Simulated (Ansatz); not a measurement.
The same path of C$_{3}$H$_{11}$NSi$_{2}$ (17 atoms, charge 0, multiplicity 1) was run twice with different band settings. The coordinate that changes most is the height of N6 over the plane of its neighbours.

Computed with RKS PBE0-D4/6-31G* (Ansatz 0.2.0).

Relaxed end points:

```xyz
17
Properties=species:S:1:pos:R:3
C 1.939 1.020 -0.984
C 0.575 0.847 -0.397
C -0.010 -0.308 -0.026
Si 0.814 -1.977 -0.209
Si -1.725 -0.244 0.711
N -2.188 1.402 1.013
H 2.555 1.661 -0.340
H 1.877 1.526 -1.957
H 2.467 0.072 -1.126
H 0.015 1.777 -0.262
H 1.955 -2.159 0.739
H -0.188 -3.044 0.081
H 1.336 -2.205 -1.589
H -1.730 -1.124 1.924
H -2.751 -0.785 -0.228
H -3.158 1.651 0.883
H -1.801 1.891 1.809
```

```xyz
17
Properties=species:S:1:pos:R:3
C 1.930 1.032 -0.926
C 0.585 0.846 -0.300
C -0.014 -0.316 0.018
Si 0.781 -1.982 -0.292
Si -1.716 -0.280 0.803
N -2.384 1.294 1.066
H 2.581 1.625 -0.271
H 1.844 1.589 -1.868
H 2.434 0.084 -1.138
H 0.056 1.781 -0.085
H 2.060 -2.150 0.459
H -0.153 -3.053 0.159
H 1.074 -2.213 -1.737
H -1.646 -0.961 2.128
H -2.667 -1.020 -0.076
H -2.749 1.836 0.296
H -2.036 1.889 1.804
```

Common settings: spring 5.0 eV/Å²; optimiser quadratic models (default); start path through a guess of the saddle point; force threshold 0.03 eV/Å; end points relaxed.

| run | movable images | climbing image | iteration limit |
| --- | --- | --- | --- |
| 1 | 5 | yes | 60 |
| 2 | 6 | no | 52 |

(1) What does each run give, and how far can it be trusted?

## Answers

(1) Run 1: converged after 23 iterations, highest image 0.012 eV above the first end. The top lies less than 8 meV above the higher end, about what the thresholds resolve: that end is a shoulder or a very shallow well. A vibrational analysis at the climbing image gives one clearly imaginary mode, 215i cm⁻¹: a first-order saddle point.
Run 2: converged after 17 iterations, highest image 0.010 eV above the first end. The top lies less than 8 meV above the higher end, about what the thresholds resolve: that end is a shoulder or a very shallow well. No image climbed, so the highest image needn't sit at the top of the path.
